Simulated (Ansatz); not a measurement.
The cluster Pt3W, 4 atoms. Hardware: 4 threads of Arm Neoverse N1 on a shared host.

In the def2 sets Pt, W take a core potential; there is no spin–orbit coupling. Correlated methods freeze no core orbitals; core or outer-core shells of W, Pt are correlated, in sets that lack core-valence functions.

Problem. How many basis functions does each of these Ansatz runs have, and roughly what does it cost? PBE0-D4/def2-TZVP, charge 0 triplet, energy, from earlier orbitals; PBE-D4/def2-TZVP, charge 1 doublet at the geometry of the charge 0 singlet, energy, from earlier orbitals; PBE0-D4/def2-TZVP, charge 0 quintet, energy, from earlier orbitals; ωB97M-V/def2-TZVP, charge 0 triplet, energy, from earlier orbitals; B97M-V/def2-TZVP, charge 0 quintet, energy, from earlier orbitals; r2SCAN-D4/def2-TZVP, charge 0 singlet, energy, from earlier orbitals; PBE0-D4/def2-TZVPD, charge -1 doublet at the geometry of the charge 0 singlet, energy, from earlier orbitals; PBE-QIDH/def2-TZVP, charge 0 quintet, energy, from earlier orbitals; PBE-D4/def2-SVP, charge 0 quintet, relaxation, 19 steps; B2PLYP/def2-TZVP, charge 0 singlet, energy, from earlier orbitals; ωB97M-V/def2-TZVP, charge 0 singlet, energy, from earlier orbitals; PBE0-D4/def2-SVP, charge 0 triplet, energy with a search over starts.

Solution. Other jobs shared the machine, so times can vary by a factor of up to 3. A dash marks memory too small to be measured apart from the calling script's.

```
                                                                                                         run  functions  fitting or Cholesky vectors  wall time  peak host memory (GiB)
                                        r2SCAN-D4/def2-TZVP, charge 0 singlet, energy, from earlier orbitals        160                         1512        9 s                       –
                                           B2PLYP/def2-TZVP, charge 0 singlet, energy, from earlier orbitals        160                         1500       11 s                       –
                                          PBE0-D4/def2-TZVP, charge 0 triplet, energy, from earlier orbitals        160                         1642       16 s                    0.66
PBE0-D4/def2-TZVPD, charge -1 doublet at the geometry of the charge 0 singlet, energy, from earlier orbitals        172                         1652       18 s                    0.71
                                        PBE0-D4/def2-SVP, charge 0 triplet, energy with a search over starts        128                         1295       21 s                       –
   PBE-D4/def2-TZVP, charge 1 doublet at the geometry of the charge 0 singlet, energy, from earlier orbitals        160                         1512       27 s                       –
                                          ωB97M-V/def2-TZVP, charge 0 singlet, energy, from earlier orbitals        160                         1556       33 s                    0.66
                                         PBE-QIDH/def2-TZVP, charge 0 quintet, energy, from earlier orbitals        160                         1500       34 s                    0.67
                                          PBE0-D4/def2-TZVP, charge 0 quintet, energy, from earlier orbitals        160                         1642       37 s                    0.98
                                           B97M-V/def2-TZVP, charge 0 quintet, energy, from earlier orbitals        160                         1512    1.8 min                     0.9
                                          ωB97M-V/def2-TZVP, charge 0 triplet, energy, from earlier orbitals        160                         1556    2.3 min                     1.4
                                                     PBE-D4/def2-SVP, charge 0 quintet, relaxation, 19 steps        128                         1306    2.6 min                       –
```
